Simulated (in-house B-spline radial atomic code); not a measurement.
Checks on a self-consistent run for the strontium ion Sr⁴⁺, [Ar] 3d10 4s2 (4p1/2)1 (4p3/2)2 8s1. Level of theory: Dirac-Hartree-Fock, average of the jj configuration, Fermi nucleus of rms radius 4.224 fm; calculated with an all-electron radial atomic-structure program (B-spline basis).

```json
{"orbital": "1s1/2", "q": "2", "ε (Eh)": "-598.00716", "<1/r>": "39.0003", "<r²>": "0.0020655", "small-component weight": "0.019086"}
{"orbital": "2s1/2", "q": "2", "ε (Eh)": "-85.48591", "<1/r>": "8.80916", "<r²>": "0.034827", "small-component weight": "0.0038615"}
{"orbital": "2p1/2", "q": "2", "ε (Eh)": "-77.71943", "<1/r>": "8.74468", "<r²>": "0.0267107", "small-component weight": "0.00383"}
{"orbital": "2p3/2", "q": "4", "ε (Eh)": "-75.18507", "<1/r>": "8.40909", "<r²>": "0.0281002", "small-component weight": "0.0037272"}
{"orbital": "3s1/2", "q": "2", "ε (Eh)": "-16.25265", "<1/r>": "2.95166", "<r²>": "0.273037", "small-component weight": "0.00097836"}
{"orbital": "3p1/2", "q": "2", "ε (Eh)": "-13.36389", "<1/r>": "2.83231", "<r²>": "0.278665", "small-component weight": "0.00091951"}
{"orbital": "3p3/2", "q": "4", "ε (Eh)": "-12.95782", "<1/r>": "2.75503", "<r²>": "0.28969", "small-component weight": "0.00089389"}
{"orbital": "3d3/2", "q": "4", "ε (Eh)": "-7.92263", "<1/r>": "2.5298", "<r²>": "0.292391", "small-component weight": "0.00077467"}
{"orbital": "3d5/2", "q": "6", "ε (Eh)": "-7.85194", "<1/r>": "2.50926", "<r²>": "0.296431", "small-component weight": "0.0007668"}
{"orbital": "4s1/2", "q": "2", "ε (Eh)": "-3.87114", "<1/r>": "1.0367", "<r²>": "1.85658", "small-component weight": "0.00019701"}
{"orbital": "4p1/2", "q": "1", "ε (Eh)": "-3.13557", "<1/r>": "0.945615", "<r²>": "2.19699", "small-component weight": "0.0001712"}
{"orbital": "4p3/2", "q": "2", "ε (Eh)": "-3.06609", "<1/r>": "0.927444", "<r²>": "2.26823", "small-component weight": "0.00016701"}
{"orbital": "8s1/2", "q": "1", "ε (Eh)": "-0.33615", "<1/r>": "0.123243", "<r²>": "139.598", "small-component weight": "1.1043e-05"}
```

Electron-electron repulsion V_ee = 1141.2604 hartree.

Question: What total energy follows from the eigenvalues?

Answer: The eigenvalues count the repulsion twice, so E = Σqε - V_ee = -2030.378 - 1141.260 = -3171.638 hartree; the run printed -3171.638.

Question: Does the Dirac virial theorem hold?

Answer: For a point nucleus E = -2c²Σq·w, with w the small-component weight. Here Σq·w = 0.084445 and c = 137.0360, so the ratio E/(-2c²Σq·w) is 1.000019; the finite nucleus accounts for the departure from 1.

Question: What diamagnetic shielding (Lamb formula) and susceptibility (Langevin formula) do the radii give?

Answer: σ = (α²/3)Σq<1/r> = 199.505/(3·137.036²) = 3541.3 ppm, and χ = -0.79199×10⁻⁶·Σq<r²> = -123.2×10⁻⁶ cm³/mol with Σq<r²> = 155.49 bohr². Both are non-relativistic formulas without the paramagnetism of open shells.
